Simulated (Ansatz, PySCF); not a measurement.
C2H7FOSi2. Atoms are numbered in the order given.

```xyz
13

C      2.4685    -0.1551    -0.5774
Si     1.0466     0.1634     0.5831
F      0.6652    -1.1922     1.4228
C     -0.5295     0.6196    -0.4396
O     -0.4305     1.5592    -1.2135
Si    -2.1900    -0.3903    -0.2593
H      2.5749     0.7113    -1.2506
H      2.2757    -1.0475    -1.1936
H      3.4174    -0.2997    -0.0380
H      1.3278     1.2458     1.5636
H     -2.6011    -0.3732     1.1745
H     -3.2453     0.2098    -1.1199
H     -1.9194    -1.8005    -0.6649
```

Geometry: B3LYP-D3(BJ)/def2-SVP. The structure was generated by enumeration; whether it is a known compound was not checked. One conformer was computed; it need not be the lowest.

Vertical ionisation energy (IE) and electron affinity (EA) in eV. Rows of orbital energies are one-electron estimates. Where ΔSCF, EOM or ADC give a negative EA the extra electron is unbound and the value depends on the basis.

```tsv
level	IE	EA
−ε(HOMO), −ε(LUMO), M06-2X/def2-TZVP (PySCF)	7.84	1.03
−ε(HOMO), −ε(LUMO), PBE/def2-TZVP (PySCF)	5.22	3.19
ΔSCF, PBE0/def2-SVPD (Ansatz), final states of multiplicity 2 and 2	[?]	[?]
ΔSCF, PBE/def2-SVPD (Ansatz), final states of multiplicity 2 and 2	8.41	0.39
```

Problem. What belongs in the gaps? (Estimate from the structure and the level; the computed values follow.)

Solution. 
- ΔSCF, PBE0/def2-SVPD (Ansatz, an electronic-structure program), final states of multiplicity 2 and 2, IE: 8.63
- ΔSCF, PBE0/def2-SVPD (Ansatz), final states of multiplicity 2 and 2, EA: 0.36

Problem. What vertical singlet–triplet gap does ΔSCF give with PBE0/def2-SVPD (Ansatz) and with PBE/def2-SVPD (Ansatz)? (An estimate is asked for; the answer gives what the named calculation found.)

Solution. 1.71 and 1.73 eV (triplet above singlet where positive).
